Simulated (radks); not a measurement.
The numbers below are computed, except where a source is named.
Lu3+, configuration [Kr] 4d10 4f14 5s1 5p6 6s1 (not the ground configuration).

Level of theory: scalar-relativistic Kohn-Sham, PW91, spin-polarised, spherical densities, finite nucleus; open shells are filled with parallel spins first (spin-orbit coupling, left out, can overturn this in heavy ions); Fermi nuclear charge, rms radius 5.37 fm (a radial shooting solver on a logarithmic mesh with Libxc functionals).

Energy parts (hartree):
total: -14559.1287
kinetic: 15903.5791
electron-nucleus: -35788.0219
Hartree: 5625.9084
exchange-correlation: -300.5944

Orbitals (lengths in bohr, moments of r in powers of bohr; r(90%) holds 90 % of the orbital's charge):
orbital  occ.  eigenvalue (hartree)       <r^4>  r(90%)      <r^2>      <r>
1s up       1             -2324.992   7.072e-07  0.0351  0.0005122  0.01932
1s down     1             -2324.987   7.072e-07  0.0351  0.0005122  0.01932
2s up       1             -396.8485   0.0001081   0.127   0.007920  0.08184
2s down     1             -396.8450   0.0001081   0.127   0.007920  0.08184
2p up       3             -349.3603  0.00008342   0.119   0.006493  0.07291
2p down     3             -349.3568  0.00008342   0.119   0.006493  0.07291
3s up       1             -90.89664    0.004024   0.312    0.05168   0.2126
3s down     1             -90.89358    0.004024   0.312    0.05168   0.2126
3p up       3             -76.63995    0.004284   0.317    0.05225   0.2123
3p down     3             -76.63681    0.004284   0.317    0.05224   0.2123
3d up       5             -59.50257    0.003331   0.299    0.04343   0.1924
3d down     5             -59.49939    0.003331   0.299    0.04343   0.1924
4s up       1             -19.10350     0.09702   0.687     0.2582   0.4782
4s down     1             -19.09776     0.09691   0.687     0.2581   0.4781
4p up       3             -14.42674      0.1293   0.739     0.2939   0.5081
4p down     3             -14.42014      0.1291   0.739     0.2936   0.5080
4d up       5              -8.32062      0.1984   0.824     0.3487   0.5480
4d down     5              -8.31141      0.1973   0.823     0.3479   0.5475
4f up       7              -1.61605       1.087    1.20     0.6444   0.7058
4f down     7              -1.59806       1.051    1.19     0.6352   0.7014
5s up       1              -3.49184       3.269    1.66      1.491    1.152
5s down     0              -3.44945       3.269    1.66      1.491    1.152
5p up       3              -2.37147       6.283    1.95      2.033    1.341
5p down     3              -2.32934       6.287    1.95      2.034    1.341
5d up       0              -1.09349       29.44    2.89      4.224    1.915
5d down     0              -1.05239       28.92    2.89      4.206    1.912
5f up       0              -0.39748       618.8    6.19      20.28    4.246
6s up       1              -1.01402       101.9    3.91      8.474    2.758
6s down     0              -0.97170       96.29    3.84      8.290    2.732
6p up       0              -0.76323       208.8    4.70      12.14    3.298
7s up       0              -0.46983        1199    7.18      29.82    5.182

The highest occupied level is 6s up at -27.593 eV. The configuration is held as typed, so some empty levels lie below it. The electron density at the nucleus is 1.176e+06 e/bohr^3 (large components only). The spin density at the nucleus is 697.4 e/bohr^3 (1s 2.3, 2s 0.7, 3s 0.5, 4s -0.1, 5s 593.2, 6s 100.9). Spin moment in Bohr magnetons: 2. Summed over all electrons, <r^2> = 37.79 bohr^2, which gives a Langevin (diamagnetic) susceptibility term of -29.9 x 10^-6 cm^3/mol.
